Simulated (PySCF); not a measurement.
**Solvent effects on NMR parameters**

Numbering as in the mapped SMILES `[CH:1]1=[CH:2][c:3]2[cH:4][cH:5][cH:6][cH:7][c:8]2[CH2:9]1`; H(Xn) means a hydrogen on atom n.

GIAO PBE0/pcSseg-1 in PySCF 2.14.0 with density-fitted response routines on one PBE0-D3(BJ)/def2-SVP conformer, non-relativistic, equivalent nuclei averaged. Solvents enter as an IEF-PCM continuum (chloroform with ε = 4.7, dichloromethane with ε = 8.9) around the gas-phase geometry. Shifts are referred to TMS computed in the same medium.

Gas phase, δ in ppm: C3 149.6, C8 148.7, C1 141.7, C2 140.9, C5 131.9, C6 130.1, C7 128.8, C4 126.3, C9 41.8, H(C7) 7.56, H(C4) 7.54, H(C5) 7.41, H(C6) 7.30, H(C2) 7.07. Dipole moment 0.76 D.

Problem. How does each δ change in the continuum?

Solution. 
```csv
atoms,environment,"Δδ, chloroform","Δδ, dichloromethane"
C3,substituted aromatic carbon,+0.8,+0.9
C8,substituted aromatic carbon,+1.8,+2.1
C1,alkene CH,+3.2,+3.9
C2,alkene CH,-0.1,-0.2
C5,aromatic CH,+0.7,+0.8
C6,aromatic CH,+0.7,+0.8
C7,aromatic CH,+1.1,+1.4
C4,aromatic CH,+0.7,+0.9
C9,sp3 CH2 on an aromatic ring,+1.2,+1.5
H(C7),hydrogen on an aromatic CH,+0.18,+0.22
H(C4),hydrogen on an aromatic CH,+0.15,+0.19
H(C5),hydrogen on an aromatic CH,+0.13,+0.16
H(C6),hydrogen on an aromatic CH,+0.13,+0.16
H(C2),hydrogen on an alkene CH,+0.12,+0.14
```

Changes are relative to the gas phase. The dipole moment becomes 1.04 D in chloroform, 1.10 D in dichloromethane.

Problem. Which nuclei move most (in ppm), and what does the model miss?

Solution. C1 (alkene CH, +3.9 ppm) in dichloromethane. A continuum only polarises the solute; specific hydrogen bonds, the anisotropy of aromatic solvents and changes of geometry or conformer are outside it.
